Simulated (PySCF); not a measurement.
Fine-structure interval of Tm(34+) by level of theory

Tm(34+) [Ar] 3d10 4s2 4p5 [4p1/2^2 4p3/2^3, M_J = 3/2] → Tm(34+) [Ar] 3d10 4s2 4p5 [4p1/2^1 4p3/2^4, M_J = 1/2], as a difference of total energies. Calculation: PySCF 2.14, in an even-tempered Gaussian basis (17 s from 3.5 bohr⁻², ratio 2.8; 14 p from 4.6 bohr⁻², ratio 2.8; 8 d from 8.1 bohr⁻², ratio 2.8; 4 f from 23 bohr⁻², ratio 3); the two-component X2C-1e Hamiltonian. Correlated levels: [Ne] frozen; the 80 highest virtual spinors dropped. "Screened" scales the spin-orbit matrix elements by Boettger's factors to mimic the two-electron term; Breit and QED terms are absent.

```csv
method,fine-structure interval (cm⁻¹)
GHF (screened spin-orbit),525030
GMP2 (screened spin-orbit),525170
GHF (bare spin-orbit),542190
```
